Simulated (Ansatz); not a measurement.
`C[SiH2]N(C)C` + `O[SiH](O)[CH2][GeH3]` → `C[SiH2][CH2][GeH3]` + `CN(C)[SiH](O)O`  (redistribution)

Calculated with Ansatz (gas phase, PBE0-D4/def2-TZVP geometries, no zero-point term in ΔE). CCSD(T)/CBS adds triple-zeta CCSD(T) − MP2 to the extrapolated MP2 energy (def2 sets, frozen cores). Functionals use def2-TZVPP. B3LYP here is the variant with VWN-RPA as its local correlation; programs differ in this. For Ge outer-core shells are correlated without core-valence functions, which leaves a few kJ/mol of doubt a bond. Scalar relativity is left out up to krypton. One conformer a species, not always the lowest.

`C[SiH2]N(C)C`:

```xyz
16

C    -1.149   -1.055   -1.721
Si    0.255    0.049   -1.180
N     0.364    0.107    0.539
C     1.593    0.506    1.180
C    -0.800    0.334    1.358
H    -2.123   -0.640   -1.450
H    -1.131   -1.159   -2.809
H    -1.062   -2.050   -1.280
H     0.053    1.389   -1.822
H     1.566   -0.469   -1.659
H     1.727   -0.037    2.124
H     2.448    0.278    0.540
H     1.622    1.582    1.412
H    -1.702   -0.028    0.861
H    -0.710   -0.206    2.310
H    -0.951    1.398    1.597
```

`O[SiH](O)[CH2][GeH3]`:

Z-matrix (Å, degrees):
```
Si
O 1 1.645
C 1 1.850 2 113.7
O 1 1.647 2 112.1 3 -118.6
H 1 1.483 2 103.3 3 121.8
H 2 0.958 1 117.7 3 54.2
Ge 3 1.963 1 113.5 2 -177.4
H 3 1.094 1 109.2 2 61.3
H 3 1.095 1 110.4 2 -56.6
H 4 0.958 1 117.5 2 -60.4
H 7 1.540 3 109.8 1 -163.5
H 7 1.539 3 110.1 1 -44.2
H 7 1.535 3 110.3 1 76.3
```

`C[SiH2][CH2][GeH3]`:

Z-matrix (Å, degrees):
```
C
Si 1 1.871
H 1 1.093 2 111.3
H 1 1.092 2 110.7 3 120.0
H 1 1.093 2 110.9 3 -120.2
C 2 1.872 1 111.7 3 61.8
H 2 1.491 1 109.7 3 -58.9
H 2 1.492 1 109.4 3 -176.6
Ge 6 1.957 2 114.6 1 -59.4
H 6 1.094 2 109.2 1 179.6
H 6 1.094 2 109.8 1 62.5
H 9 1.539 6 110.1 2 -53.4
H 9 1.539 6 110.6 2 -173.6
H 9 1.540 6 110.3 2 66.4
```

`CN(C)[SiH](O)O`:

Cartesian coordinates in Å:
```
C -0.595 1.534 -0.375
N -0.246 0.137 -0.281
C -0.959 -0.697 -1.220
Si 0.611 -0.537 1.027
O 1.568 0.685 1.567
O 1.427 -1.874 0.536
H -0.022 2.118 0.345
H -0.373 1.922 -1.377
H -1.666 1.702 -0.187
H -2.048 -0.629 -1.084
H -0.739 -0.399 -2.253
H -0.670 -1.743 -1.104
H -0.195 -1.060 2.158
H 1.894 0.602 2.464
H 2.014 -1.761 -0.215
```

| level | ΔE (kJ/mol) |
| --- | --- |
| B3LYP-D4 | -15.3 |
| ωB97X-V | -15.2 |
| B3LYP | -14.1 |
| SCS-MP2/def2-QZVPP | -14.9 |

What does CCSD(T)/CBS give? (An estimate is asked.)

Ansatz gave: -16.2 kJ/mol. The listed levels differ from it by 0.9, 1.0, 2.1, 1.3 kJ/mol.

Largest T1 diagnostic among the species: 0.011.
